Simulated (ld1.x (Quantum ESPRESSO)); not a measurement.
# germanium: one change to an RRKJ potential, before and after

```json
{"Element": "germanium (Ge)", "Generator": "ld1.x (Quantum ESPRESSO) 7.5", "Type": "norm-conserving RRKJ (Kleinman–Bylander form)", "Functional": "PBE", "Relativity": "fully relativistic", "Frozen core": "[Ar]", "Valence charge": "14", "Reference configuration": "3d10 4s2 4p1.5 (charge +0.5)", "Partial waves": "4s (bound): rc 1.85 bohr; 4p (bound): rc 2.10 bohr; 3d (bound): rc 0.80 bohr", "Local potential": "all-electron potential smoothed inside 1.05 bohr (lloc = -1)", "Core correction": "a·sin(br)/r model core, default radius (core density twice the valence density)", "rho0": "0.01"}
```

Open shells are filled in proportion to 2j + 1 (rel_dist='average').

Change: local potential the d channel.

Cutoffs: the cutoffs (Ry, on a coarse ladder) from which the occupation-weighted sum of valence levels, in a spherical-Bessel basis at the reference potential, stays within 10 and 1 mRy of its value at 400 Ry; they do not see the model core or the augmentation charge, which bear on the density cutoff. Errors are all-electron minus pseudo energies relative to the spin-unpolarised reference configuration.

Problem. What does the change do?

Solution. The bound ghosts move from s to p, s; the miss of the reference levels goes from 0.00 to 0.35 eV; the number of tests that count goes from 7 to 6; of the 6 tests that both files solve, the error grows in 2 and shrinks in 1 by more than 15 % and 0.3 meV (median size 1.5 → 2.7 meV); the range in which the s phases agree narrows (upper end 3.9 → 1.2); the range in which the p1/2 phases agree widens (upper end 2.2 → 3.8). In the separable form a ghost depends on how the local part lies against the semilocal potential of the channel, so the choice of the local part can create or remove one. In the changed file the local d channel has no projectors, so it cannot carry the spin–orbit splitting, and the file is wrong for that shell.

| quantity | base | changed |
| --- | --- | --- |
| cutoff, loose | 300 Ry | over 300 Ry |
| cutoff, tight | over 300 Ry | over 300 Ry |
| loose cutoff by channel (10 mRy a level) | s 30 Ry, p 12 Ry, d 230 Ry | s 30 Ry, p 6 Ry, d 300 Ry |
| bound ghosts | s | s, p3/2, p1/2 |
| largest miss of a reference level, eV | 0.00 | 0.35 |
| tests counted (converged, no solver errors) | 7 of 7 | 6 of 7 |
| error for 3d10 4s2 4p2, meV [ΔE -2.80 eV] | +0.2 | +0.2 |
| error for 3d10 4s2 4p1, meV [ΔE 4.64 eV] | +0.2 | +0.4 |
| error for 3d10 4s2 4p0, meV [ΔE 20.09 eV] | -1.6 | +3.6 |
| error for 3d10 4s0 4p0, meV [ΔE 101.22 eV] | -39 | -41 |
| error for 3d10 4s1 4p2, meV [ΔE 13.36 eV] | -1.4 | -1.7 |
| error for 3d10 4s1 4p0, meV [ΔE 54.88 eV] | -10 | +7.7 |
| s: phases at 2.29 bohr within 0.05 rad from the reference energy up to (Ry; the scan ends near 5) | 3.9 | 1.2 |
| p1/2: phases at 2.29 bohr within 0.05 rad from the reference energy up to (Ry; the scan ends near 5) | 2.2 | 3.8 |
| p3/2: phases at 2.29 bohr within 0.05 rad from the reference energy up to (Ry; the scan ends near 5) | 2.1 | 3.8 |
| d3/2: phases at 2.29 bohr within 0.05 rad from the reference energy up to (Ry; the scan ends near 5) | to the end of the scan | n/a |
| d5/2: phases at 2.29 bohr within 0.05 rad from the reference energy up to (Ry; the scan ends near 5) | to the end of the scan | n/a |

Changed file: Tests not counted: 3d9 4s2 4p3 (solver errors, printed error -2029 eV). These tests converged, but a pseudo level misses the all-electron one widely, so the file describes the atom poorly there or has found another state: 3d10 4s0 4p0: empty 4p by 6.5 eV (a node warning on the way). A true bound ghost makes a file unfit for plane-wave use even where its test errors are small: the radial tests pick states by their node count and pass the ghost by. Where a test does run into it, the solver fails or the error is huge.
